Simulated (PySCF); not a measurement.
Working out the excitation energy of Mg⁺

Mg⁺ [Ne] 3s1 (2S) → Mg⁺ [Ne] 3d1 (2D). All numbers are calculated (PySCF 2.14, scalar relativity by spin-free X2C-1e, in x2c-TZVPPall with one added diffuse shell each of s, p, d type (6s5p4d, 41 functions)). Frozen: 1s2. Energies in hartree (1 hartree = 27.21139 eV):

```tsv
part	Mg⁺ (lower)	Mg⁺ (upper)
UHF	-199.669636	-199.350590
MP2 opposite-spin	-0.116528	-0.113743
MP2 same-spin	-0.045719	-0.043072
```

**Question.** What does Hartree-Fock give?

**Answer.** (-199.350590) − (-199.669636) = 0.319046 hartree = 8.682 eV.

**Question.** What do MP2 and SCS-MP2 (6/5 opposite-spin, 1/3 same-spin) give?

**Answer.** The opposite-spin parts differ by 0.076 eV and the same-spin parts by 0.072 eV. MP2: 8.682 + (0.076) + (0.072) = 8.830 eV. SCS-MP2: 8.682 + 1.2 × (0.076) + (0.072)/3 = 8.797 eV.

Measured between the centres of the two terms (NIST): 8.864 eV, so MP2 (valence and next inner shell) is off by -0.034 eV.

What remains against the reference includes basis incompleteness, the frozen core and correlation beyond second order.
